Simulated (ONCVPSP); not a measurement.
## sulfur (S): one change to an ONCV potential, before and after

| Item | Value |
| --- | --- |
| Element | sulfur (S) |
| Generator | ONCVPSP 4.0.1 |
| Type | optimised norm-conserving Vanderbilt (ONCV) |
| Functional | PBE |
| Relativity | scalar-relativistic |
| Frozen core | [He] |
| Valence charge | 14 |
| Reference configuration | 2s2 2p6 3s2 3p4 |
| Partial waves | 2s+3s: rc 0.85 bohr, ncon 5, nbas 9, qcut 14.8 1/bohr, 2 projectors; 2p+3p: rc 0.70 bohr, ncon 3, nbas 7, qcut 16 1/bohr, 2 projectors; d scattering state at 0.42 Ha: rc 0.65 bohr, ncon 3, nbas 7, qcut 12.6 1/bohr, 2 projectors, debl 3.9 Ha |
| Local potential | polynomial inside 0.45 bohr (lpopt 5, dvloc0 4 Ha) |
| Core correction | none |

All-electron outer shells of the reference configuration (PBE, scalar-relativistic, ld1.x):

```json
{"shell": "1s", "level (eV)": "-2405.94", "outermost node (bohr)": "–", "outermost maximum (bohr)": "0.06"}
{"shell": "2s", "level (eV)": "-211.71", "outermost node (bohr)": "0.13", "outermost maximum (bohr)": "0.39"}
{"shell": "2p", "level (eV)": "-156.51", "outermost node (bohr)": "–", "outermost maximum (bohr)": "0.33"}
{"shell": "3s", "level (eV)": "-17.26", "outermost node (bohr)": "0.60", "outermost maximum (bohr)": "1.40"}
{"shell": "3p", "level (eV)": "-7.01", "outermost node (bohr)": "0.58", "outermost maximum (bohr)": "1.61"}
```

Change: s: rc 0.6.

Cutoffs: the cutoffs (Ha) at which the residual kinetic energy of the hardest occupied pseudo-wave falls to 1 and 0.1 mHa per electron; they do not see the model core or the augmentation charge, which bear on the density cutoff. Errors are all-electron minus pseudo energies relative to the spin-unpolarised reference configuration.

How do hardness, ghosts and transferability respond?

The potential gets harder (121 Ha and 336 Ha → 302 Ha and 603 Ha); of the 4 tests that both files solve, the error grows in 1 and shrinks in 0 by more than 15 % and 0.3 meV (median size 2.7 → 3.4 meV); neither file shows a bound ghost. A smaller radius makes the pseudo-wave follow the all-electron one further in, where it bends more sharply, so more plane waves are needed.

```csv
quantity,base,changed
"cutoff, loose",121 Ha,302 Ha
"cutoff, tight",336 Ha,603 Ha
loose cutoff by channel,"s 67 Ha, p 121 Ha","s 302 Ha, p 121 Ha"
bound ghosts,none,none
GHOST(+) flags under 300 eV,none,none
"error for 2s2 2p6 3s2 3p3, meV [ΔE 11.77 eV]",+1.0,+1.0
"error for 2s2 2p6 3s2 3p2, meV [ΔE 34.05 eV]",+4.1,+3.8
"error for 2s2 2p6 3s2 3p1, meV [ΔE 68.09 eV]",+12,+11
"error for 2s2 2p6 3s0 3p6, meV [ΔE 20.74 eV]",+1.3,+3.0
p: phases at 0.71 bohr within 0.05 rad from the reference energy up to (Ha; the scan ends near 5),to the end of the scan,to the end of the scan
d: phases at 0.66 bohr within 0.05 rad from the reference energy up to (Ha; the scan ends near 5),to the end of the scan,to the end of the scan
```
